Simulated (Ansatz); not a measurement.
`[CH3][Al]([F])[S][SiH3]` + `COB(C)O` → `COB(C)O[SiH3]` + `[CH3][Al]([F])[SH]`  (ligand exchange at the Si–S bond)

Program: Ansatz. Geometries: PBE0-D4/def2-TZVP. ΔE: electronic, gas phase. CCSD(T)/CBS adds triple-zeta CCSD(T) − MP2 to the extrapolated MP2 energy (def2 sets, frozen cores). Functionals use def2-TZVPP. One conformer a species, not always the lowest.

Problem. Is it downhill or uphill in electronic energy at CCSD(T)/CBS, and by how much? (Estimate.)

Solution. Ansatz gave: Downhill: ΔE = -6.4 kcal/mol.

Problem. What do these levels give: PBE-D4, r2SCAN-D4, PBE0-D4, ωB97M-V, SCS-MP2/def2-QZVPP, MP2/CBS(def2)? (Estimate.)

Solution. The calculation gave: PBE-D4 -3.3, r2SCAN-D4 -5.5, PBE0-D4 -3.9, ωB97M-V -6.2, SCS-MP2/def2-QZVPP -7.4, MP2/CBS(def2) -5.6 kcal/mol.

Largest T1 diagnostic among the species: 0.012.

In def2-TZVPP, CCSD(T) changes the Hartree–Fock value by +3.8 kcal/mol (the triples alone add +0.7 kcal/mol) and MP2 by +4.6 kcal/mol.
